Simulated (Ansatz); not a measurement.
Species: sum formula MoOF2 (charge 0, triplet). The spin state was set by rule; other spins were not relaxed. 
Geometry from a B3LYP-D3(BJ)/def2-TZVP (Ansatz, a quantum-chemistry and plane-wave program) optimisation:
```
Mo
O 1 1.6642
F 1 1.8822 2 121.93
F 1 1.8822 2 121.93 3 -180.00
```
Charge 0, spin multiplicity 3.

Property: vertical ionisation energy (to the doublet state of charge +1; each state is the SCF solution reached for its spin; the UHF <S^2> is 2.27 for the triplet (pure: 2.00); for the doublet the Hartree-Fock reference is unstable and T1 is 0.042), in eV. Valence correlation only, unless marked. UHF or UKS for open shells. No spin-orbit coupling. The frozen core is the preceding noble-gas configuration, with the filled d and f shells of earlier blocks. In def2 rows, elements after Kr have scalar-relativistic effective core potentials. CBS(X,Y): correlation extrapolated as X^-3; Hartree-Fock from the larger set.

```tsv
level	program	vertical ionisation energy (eV)
HF/def2-TZVPPD	Ansatz	10.22
HF/def2-QZVPPD	Ansatz	10.19
PBE/def2-TZVPD	Ansatz	9.58
r2SCAN/def2-TZVPD	Ansatz	9.84
B3LYP/def2-TZVPD	Ansatz	10.07
PBE0/def2-TZVPD	Ansatz	10.14
BHLYP/def2-TZVPD	Ansatz	10.54
CAM-B3LYP/def2-TZVPD	Ansatz	10.28
wB97M-V/def2-TZVPD	Ansatz	10.16
B2PLYP/def2-TZVPD	Ansatz	9.77
RI-MP2/def2-TZVPPD	Ansatz	11.11
RI-MP2/def2-QZVPPD	Ansatz	11.17
RI-MP2/CBS(def2-TZVPPD,def2-QZVPPD)	Ansatz	11.24
CCSD/def2-SVPD	Ansatz	10.26
```
